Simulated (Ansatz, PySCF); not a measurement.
Process, species as SMILES: C=CB(C=C)N(C)C [N-bis(ethenyl)boranyl-N-methylmethanamine] + 9 [H][H] (H2) → B (BH3) + 6 C (CH4) + N (NH3)
Each molecule is optimised on its own at B3LYP-D3(BJ)/def2-TZVP (Ansatz, a first-principles code), one conformer each, not searched for the lowest.

Quantity: energy of full hydrogenation (enthalpy at 298 K, with B3LYP-D3(BJ) rigid-rotor harmonic-oscillator terms from PySCF), in kJ/mol. Valence correlation only, unless marked. No spin-orbit coupling. No relativistic terms. Basis-set limits of correlation are two-point, X^-3; Hartree-Fock from the larger set. The bracket is a focal-point correction in the basis named.

| level | program | energy of full hydrogenation (kJ/mol) |
|---|---|---|
| B3LYP-D4/def2-TZVPD | Ansatz + dftd4 | -415.7 |
| PBE0-D3(BJ)/def2-TZVP | Ansatz + dftd3 | [?] |
| BHLYP-D3(BJ)/def2-TZVPD | Ansatz + dftd3 | -478.3 |
| LC-wPBE-D4/def2-TZVPD | Ansatz + dftd4 | -469.6 |
| LC-wPBE/def2-TZVPD | Ansatz | -504.5 |
| B2GP-PLYP-D3(BJ)/def2-TZVPD | Ansatz + dftd3 | -423.3 |
| RI-MP2/CBS(aug-cc-pVTZ,aug-cc-pVQZ)+[CCSD(T)-MP2]/aug-cc-pVTZ | Ansatz | -423.3 |

Question: Complete the blanks.

Answer: 
- PBE0-D3(BJ)/def2-TZVP, energy of full hydrogenation (kJ/mol): -451.4
